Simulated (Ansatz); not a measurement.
Ideal-gas functions of GeH$_{5}$Sb, SMILES `[GeH3][SbH2]` at 298.15 K and 1 bar, from an Ansatz frequency run at PBE0-D4/def2-TZVP.

Molar mass 199.41 g/mol, point group Cs (symmetry number 1), electronic degeneracy 1, moments of inertia 12.136, 334.55, 334.71 u Å². Harmonic wavenumbers (cm⁻¹, unscaled): 112, 221, 381, 396, 576, 601, 787, 829, 881, 882, 1962, 1968, 2141, 2152, 2156.

Use S(trans) = R[1.5 ln M + 2.5 ln T − 1.1517]; rotational temperatures θ = 24.2544 K / I; S(rot) = R[ln(√π/σ · √(T³/θAθBθC)) + 1.5]; for each mode x = 1.438777 ν̃/T, S = R[x/(eˣ − 1) − ln(1 − e⁻ˣ)] and H = RT x/(eˣ − 1); 1 cm⁻¹ = 0.0119627 kJ/mol; R = 8.31446 J/(mol·K).

Question: By hand: the entropy, in J/(mol·K).

Answer: Translation 174.9. Rotation: θ = 1.9985, 0.0725, 0.0725 K, giving 107.2. Vibration, mode by mode: 13.53, 8.16, 4.33, 4.09, 2.06, 1.87, 0.91, 0.77, 0.63, 0.63, 0.01, 0.01, 0.00, 0.00, 0.00, in all 37.0. Electronic 0.0. Sum 319.1 J/(mol·K).

Question: By hand: H − E and G − E in kJ/mol, counted from the electronic energy.

Answer: Zero-point energy ½ × 16045 × 0.0119627 = 96.0; thermal vibration 6.5; translation, rotation and pV give 4 RT = 9.9. H − E = 112.4 kJ/mol, and G − E = 112.4 − 298.15 × 319.1/1000 = 17.3 kJ/mol.

Vibration gives 12 % of the entropy, 13.5 J/(mol·K) of it from the mode under 150 cm⁻¹: soft modes count most, and the harmonic formula is weakest for them.
